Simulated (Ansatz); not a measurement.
## Reading a saddle point

A first-order saddle point of SnNH₇, closed shell, PBE0-D4/def2-TZVP, with one imaginary mode of 1464i cm⁻¹:

```json
{"atom": "Sn1", "x (Å)": "-0.8866", "y (Å)": "-0.4606", "z (Å)": "-0.1372"}
{"atom": "H2", "x (Å)": "0.9417", "y (Å)": "-1.1962", "z (Å)": "0.8772"}
{"atom": "H3", "x (Å)": "-0.6920", "y (Å)": "-1.7926", "z (Å)": "-1.1755"}
{"atom": "H4", "x (Å)": "-1.6564", "y (Å)": "-0.6926", "z (Å)": "1.3608"}
{"atom": "H5", "x (Å)": "-1.8528", "y (Å)": "0.6918", "z (Å)": "-1.0042"}
{"atom": "H6", "x (Å)": "1.2216", "y (Å)": "-0.1814", "z (Å)": "0.5420"}
{"atom": "N7", "x (Å)": "0.8568", "y (Å)": "0.8501", "z (Å)": "-0.0436"}
{"atom": "H8", "x (Å)": "0.7625", "y (Å)": "1.6996", "z (Å)": "0.5060"}
{"atom": "H9", "x (Å)": "1.3053", "y (Å)": "1.0819", "z (Å)": "-0.9255"}
```

Program: Ansatz 0.2.0. Basis: def2-TZVPP and def2-QZVPP. Cores are frozen in the correlated methods. Filled d shells of the heavier atoms are correlated. Core potentials replace the inner electrons of the atoms past krypton. The def2 sets are not built for correlating such inner shells, so the correlated values are less sure here. Extrapolation: Hartree–Fock as exp(−7.88 √X), correlation as X^−2.97.

Question: Which contacts change along the imaginary mode, and what lies on either side? (A judgement: the text doesn't fix the answer.)

Answer: Computed: The step is SnH₄ + NH₃ → SnNH₅ ([NH2][SnH3]) + H₂, with the molecules in contact on both sides. Shortening one way: Sn1–N7, H2–H6; lengthening the same way: Sn1–H2, H6–N7.
| pair | one side (Å) | saddle (Å) | other side (Å) |
| --- | --- | --- | --- |
| Sn1–N7 | 3.12 | 2.18 | 2.03 |
| H2–H6 | 3.29 | 1.10 | 0.75 |
| Sn1–H2 | 1.70 | 2.22 | 4.45 |
| H6–N7 | 1.01 | 1.24 | 2.62 |

Question: Which side is lower, and how far does the saddle lie above each? (Judge from chemistry; the value comes from the calculation.)

Answer: The calculation gives: The side with Sn1–H2, H6–N7 short is lower by 0.388 eV; the saddle lies 2.001 eV above it and 1.613 eV above the other (CCSD(T) at an estimated basis limit (MP2 extrapolated from triple and quadruple zeta, plus CCSD(T) − MP2 in triple zeta); electronic energies).

No T1 diagnostic of these runs exceeds 0.014.

Labels in which every atom is bracketed show which atoms are joined, not bond orders.

For scale, one of the runs: CCSD(T)/def2-TZVPP, 179 basis functions, launched by `ansatz run in.yaml --threads 2 --pin off --events-out ev --progress --plain --max-ram 4352MiB`. Hardware: 2 CPU threads, shared host. Wall time 24 s; peak host memory 1.9 GiB.
